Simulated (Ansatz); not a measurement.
Cost and result up the ladder for PAsAsSb tetrahedron (SbAs₂P) (4 atoms). Total charge 0; singlet. Geometry: r2SCAN-D4/def2-SVP.

Cartesian coordinates in Å:
```
P 0.467 -1.301 0.368
As 0.743 0.974 0.875
As -1.458 0.042 0.372
Sb 0.248 0.285 -1.615
```

Ansatz on 4 threads of Intel Xeon on a shared host. Times are rough, and most runs start from the orbitals of an earlier one. ωB97M-V/def2-TZVP serves as the yardstick here, not as an exact answer. Differences are given only for rows in sets of like size (and for xTB, whose basis is part of the method), since another set adds its own error. Binding counts from free atoms at the same level (P quartet, As quartet, Sb quartet; other spins of the atoms weren't run), without zero-point energy or a counterpoise term.

In the def2 sets Sb takes a core potential; there is no spin–orbit coupling. LC-ωPBE has ω = 0.4 bohr⁻¹. Correlated methods freeze 27 core orbitals; core or outer-core shells of As, Sb are correlated, in sets that lack core-valence functions.

Correlated methods converge slowly with the basis.

```
                          level  functions  wall time  binding energy per atom (eV)  difference from ωB97M-V/def2-TZVP (eV)
                PBE-D4/def2-SVP        108      2.5 s                          2.80                                       –
               PBE0-D4/def2-SVP        108        5 s                          2.56                                       –
               PBE-D4/def2-TZVP        183        9 s                          2.88                                    0.33
                   HF/def2-TZVP        183        9 s                          0.75                                   -1.79
              LC-ωPBE/def2-TZVP        183      9.5 s                          2.32                                   -0.22
           r2SCAN0-D4/def2-TZVP        183       11 s                          2.49                                   -0.06
             PBE-QIDH/def2-TZVP        183       13 s                          2.56                                    0.01
            r2SCAN-D4/def2-TZVP        183       14 s                          2.65                                    0.10
           r2SCANh-D4/def2-TZVP        183       14 s                          2.58                                    0.04
               B2PLYP/def2-TZVP        183       15 s                          2.57                                    0.02
              RPA@PBE/def2-TZVP        183       20 s                          2.41                                   -0.13
PBE0-D4/def2-TZVP (with forces)        183       25 s                          2.66                                    0.12
              ωB97M-V/def2-TZVP        183       25 s                          2.55                                    0.00
              CCSD(T)/def2-TZVP        183       73 s                          2.38                                   -0.17
```
